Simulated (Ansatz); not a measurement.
`[OH][GeH]([GeH3])[GeH3]` + `NC1=C[SiH2]1` → `[GeH3][NH]C1=C[SiH2]1` + `[OH][GeH2][GeH3]`  (cleavage of the Ge–Ge bond)

Computed with Ansatz on PBE0-D4/def2-TZVP structures; ΔE is electronic, products minus reactants. CCSD(T)/CBS adds triple-zeta CCSD(T) − MP2 to the extrapolated MP2 energy (def2 sets, frozen cores). DFT in def2-TZVPP. For Ge outer-core shells are correlated without core-valence functions, which leaves a few kJ/mol of doubt a bond. Scalar relativity is left out up to krypton. Each species was taken in one conformer, which may not be the lowest.

| level | ΔE (kcal/mol) |
| --- | --- |
| ωB97M-V | 6.3 |
| r2SCANh | 7.2 |

(1) What does CCSD(T)/CBS give? (Estimate.)

Largest T1 diagnostic among the species: 0.013.

Results:

(1) Ansatz gave: +5.6 kcal/mol. The listed levels differ from it by 0.7, 1.6 kcal/mol.

From BLYP to BHLYP (50 % exact exchange), in def2-TZVPP and without D4, ΔE moves by −1.8 kcal/mol. At CCSD(T), def2-SVP lies −2.3 kcal/mol from the extrapolated value and def2-TZVPP −0.7 kcal/mol.
